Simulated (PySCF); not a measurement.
**How the method changes the constants of SbH**

State: ³Σ⁻ (triplet), unpaired electrons π ↑↑. Set-up: basis Sb def2-TZVP with ECP28, H def2-TZVP; scalar-relativistic core potentials; PySCF 2.14. De refers to Sb + H in their high-spin ground configurations, without counterpoise correction. The functionals are run spin-unrestricted. A positive dipole means Sb(−)H(+).

```csv
Level,Re (Å),ωe (cm⁻¹),De (eV),μ (D)
UHF,1.703,2034,1.62,-0.11
UHF-MP2,1.699,2007,2.16,n/a
UHF-SCS-MP2,1.704,1992,2.28,n/a
UHF-CCSD,1.708,1963,2.40,n/a
UHF-CCSD(T),1.712,1938,2.43,n/a
PBE,1.733,1860,2.64,-0.29
revPBE,1.736,1849,2.57,-0.31
BP86,1.733,1858,2.81,-0.30
r²SCAN,1.716,1926,2.65,-0.21
TPSSh,1.719,1928,2.75,-0.25
PBE0,1.716,1939,2.58,-0.21
CAM-B3LYP,1.710,1964,2.74,-0.23
```

Question: Which functional lies closest to UHF-CCSD(T) in De, which farthest, and by how much do they differ from it?

Answer: Closest is revPBE (+2.4 pm in Re, -4.6 % in ωe, +0.14 eV in De against UHF-CCSD(T) in the same basis), farthest BP86 (+2.1 pm in Re, -4.1 % in ωe, +0.38 eV in De). CCSD(T) converges more slowly with the basis than the functionals do and binds too weakly in this one, so the order can change at the basis-set limit.

Question: What does the step from GGA to meta-GGA do here, going from PBE to r²SCAN?

Answer: r²SCAN less PBE: -1.7 pm in Re, +3.5 % in ωe, +0.01 eV in De. 

Question: What does second-order correlation do here, going from UHF to UHF-MP2?

Answer: UHF-MP2 less UHF: -0.4 pm in Re, -1.3 % in ωe, +0.54 eV in De. Correlation nearly always deepens the well. The bond shortens, as in weak, metallic or heavy-atom bonds, where dispersion and the correlation of outer-core electrons pull the atoms together.

Correlated steps freeze 4 core orbitals. These are scalar-relativistic numbers at best; spin–orbit coupling would shift them, the dissociation energy most. The state was picked by a PBE0 search and need not be the measured ground state.
